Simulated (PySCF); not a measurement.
SMILES C=[C][Si](C)(C)C (C5H11Si), doublet, GFN2-xTB optimised geometry.

```
17

C     -1.02    -2.14    -2.60
C     -1.02    -1.51    -1.47
Si    -0.31    -0.67     0.00
C     -0.92     1.13     0.00
C     -0.92    -1.59     1.55
C      1.61    -0.67     0.00
H     -1.94    -2.44    -3.10
H     -0.12    -2.43    -3.14
H     -0.55     1.68     0.86
H     -2.01     1.18     0.03
H     -0.60     1.66    -0.89
H     -2.01    -1.58     1.61
H     -0.60    -2.63     1.55
H     -0.54    -1.13     2.46
H      2.00    -0.15    -0.87
H      2.01    -0.18     0.88
H      2.00    -1.68    -0.02
```

Density from unrestricted PBE0/def2-SVP (PySCF) at that geometry.

Minimum of the electron density along straight lines between bonded atoms, close to the bond critical point (lines longer than 1.1 times the sum of covalent radii, or with two minima, are not listed):

| bond | length / Å | ρ at the minimum / e bohr⁻³ | ∇²ρ there / e bohr⁻⁵ | position (fraction from the first atom) |
|---|---|---|---|---|
| C1–C2 | 1.292 | [?] | -0.99 | 0.50 |
| C2–Si3 | 1.840 | 0.111 | [?] | 0.61 |
| Si3–C4 | 1.906 | 0.110 | 0.31 | 0.38 |
| Si3–C5 | 1.907 | 0.110 | 0.31 | 0.38 |
| Si3–C6 | 1.919 | 0.108 | 0.29 | 0.38 |
| C1–H7 | 1.085 | 0.275 | -1.02 | 0.63 |
| C1–H8 | 1.090 | 0.271 | -1.00 | 0.63 |
| C4–H9 | 1.086 | 0.271 | -0.96 | 0.62 |
| C4–H11 | 1.086 | 0.272 | -0.97 | 0.62 |
| C5–H12 | 1.085 | 0.272 | -0.97 | 0.62 |
| C5–H13 | 1.086 | 0.272 | -0.97 | 0.62 |
| C5–H14 | 1.086 | 0.271 | -0.96 | 0.62 |
| C6–H15 | 1.086 | 0.272 | -0.97 | 0.62 |
| C6–H16 | 1.086 | 0.271 | -0.96 | 0.62 |
| C6–H17 | 1.086 | 0.272 | -0.97 | 0.62 |

Question: What belongs in the gaps?

Answer: 
- C1–C2, ρ at the minimum / e bohr⁻³: 0.359
- C2–Si3, ∇²ρ there / e bohr⁻⁵: 0.44
